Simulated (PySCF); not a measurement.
## Electronic absorption of [C4H9Cl2O]+

Compound: C4H9Cl2O (charge +1).
SMILES with atom numbers: `[CH3:1][O+:2]([CH3:3])[CH2:4][CH:5]([Cl:6])[Cl:7]` (hydrogens: H8, H9, H10 on C1; H11, H12, H13 on C3; H14, H15 on C4; H16 on C5)

Cartesian coordinates in Å at the GFN2-xTB level; atoms count from 1:
```xyz
16
C4H9Cl2O angstrom
C     -0.7122    1.0471    0.7464
O     -0.3860   -0.3067    0.3535
C     -1.5794   -1.0405   -0.0004
C      0.6052   -0.3799   -0.7078
C      1.9671    0.1657   -0.2732
Cl     2.0872    1.9409   -0.5062
Cl     2.2840   -0.2795    1.4322
H     -1.1259    1.6161   -0.0878
H      0.1954    1.5252    1.1089
H     -1.4348    0.9935    1.5594
H     -2.2435   -1.0388    0.8635
H     -1.3052   -2.0704   -0.2249
H     -2.0881   -0.5945   -0.8573
H      0.7211   -1.4436   -0.9335
H      0.2547    0.1564   -1.5972
H      2.7529   -0.2820   -0.8869
```

Level of theory: PySCF, TDDFT PBE0/def2-SVPD, vertical, gas phase, core orbitals frozen in the response.

```tsv
state	E (eV)	λ (nm)	f	main configurations (H = HOMO, L = LUMO)
S1	6.59	188.1	0.0006	H-1→L (82%)
S2	6.65	186.3	0.019	H→L (83%)
S3	7.03	176.5	0.0009	H-2→L (72%), H-1→L+1 (10%), H-2→L+1 (9%)
S4	7.24	171.2	0.0047	H→L+1 (60%), H→L+2 (14%), H-3→L (13%)
S5	7.37	168.1	0.0037	H-1→L+1 (60%), H-2→L (12%)
S6	7.42	167.2	0.0041	H-3→L (65%), H→L+1 (17%)
```

Triplets, Tamm–Dancoff:

```
state  E (eV)  λ (nm)  main configurations (H = HOMO, L = LUMO)
   T1    5.92   209.3                    H→L (69%), H→L+1 (20%)
   T2    6.03   205.5                H-1→L (67%), H-1→L+1 (13%)
```

The lowest singlet lies at 6.59 eV (188 nm, vacuum ultraviolet) and is very weak; its leading configuration is HOMO-1→LUMO (82%). The strongest level in the table is S2 at 6.65 eV (186 nm, f = 0.019). Löwdin shares by element: HOMO chlorine 94%; LUMO carbon 30% or more, chlorine 23% or more, oxygen 10% (atoms not listed hold the other 37%). Of the 6 states listed, 1 reaches f = 0.01 and none stays under 0.0005. The oscillator strengths of these states sum to 0.033; summed over the whole spectrum of an exact calculation they would give the number of electrons, 74 (Thomas–Reiche–Kuhn). The listed states span 0.82 eV, and the widest gap between neighbours is 0.37 eV (S2 to S3). The window holds the lowest 6 singlets.

One conformer stands for the species.
